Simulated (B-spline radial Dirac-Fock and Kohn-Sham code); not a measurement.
## Dipole and non-dipole photoemission parameters of Cu⁴⁺ 3s

System: copper as Cu⁴⁺, configuration [Ar] 3d7; threshold 195.3 eV (orbital energy of the model). The computed values come from a B-spline atomic structure program: Dirac-Hartree-Slater photoionisation with a Latter tail; cross sections with all multipoles, angular parameters from the dipole term and its interference with E2.

For linearly polarised light dσ/dΩ = σ/(4π) [1 + β P₂(cos θ) + (δ + γ cos²θ) sin θ cos φ], with θ from the polarisation vector and φ the angle between the beam and the projection of the electron momentum on the plane normal to the polarisation.

```
hν (eV)  σ (kb)      β       γ
    300     172  1.998   0.285
    318     161  1.998   0.273
    358     138  1.999   0.237
    489    89.0  1.999   0.132
    577    69.5  1.999   0.076
    751    45.7  1.999   0.000
    769    43.9  1.999  -0.006
    990    28.6  1.999  -0.052
   1180       ?      ?       ?
   1200    20.3  1.999  -0.064
 1253.6    18.7  1.999  -0.064
   1570    12.3  1.999  -0.042
   1760    9.89  1.999  -0.017
   2000    7.71  1.999   0.021
   2590    4.58  1.999   0.134
   3450    2.52  1.999   0.316
   4000    1.83  1.999   0.431
   4530    1.39  1.999   0.538
 5414.7   0.936  1.999   0.709
 8047.8   0.373  1.999   1.168
   8480   0.329  1.999   1.236
   9960   0.222  1.999   1.457
```

Q: Give the values at 1180 eV.

A: σ = 20.9 kb, β = 1.999, γ = -0.064. For an s subshell δ is negligible.
